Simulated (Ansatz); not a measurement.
Reaction (ligand exchange at the Al–S bond): `[SiH3][S][AlH][SH]` + H–F → `[F][AlH][S][SiH3]` + H₂S

Program: Ansatz. Geometries: PBE0-D4/def2-TZVP. ΔE: electronic, gas phase. CBS: MP2 limit from def2 TZ/QZ plus the TZ coupled-cluster correction, frozen cores. This one scheme is used for every species. DFT in def2-TZVPP. One conformer a species, not always the lowest.

CCSD(T)/CBS gives -0.69 eV.

Question: Another level gave -0.75 eV. Which?
A. HF/def2-TZVPP
B. r2SCANh-D4/def2-TZVPP
C. revPBE-D4/def2-TZVPP
D. RPA@PBE/def2-TZVPP

Answer: D. RPA@PBE/def2-TZVPP -0.75, r2SCANh-D4 -0.70, revPBE-D4 -0.59, HF/def2-TZVPP -0.89 eV.

Largest T1 diagnostic among the species: 0.012.

Leaving LDA and LC-ωPBE aside and taking each functional with its dispersion term where it has one, the values, not all of them listed here, spread over 0.23 eV, from CAM-B3LYP-D4 to revPBE-D4. LDA lies +0.06 eV from PBE without D4. The D4 term adds +0.11 eV with B3LYP and +0.06 eV with PBE0; it sums over pairs of atoms, weighted by their polarisabilities, and B3LYP, whose exchange is more repulsive, gets the larger term.

B3LYP here is the variant with VWN-RPA as its local correlation; programs differ in this.
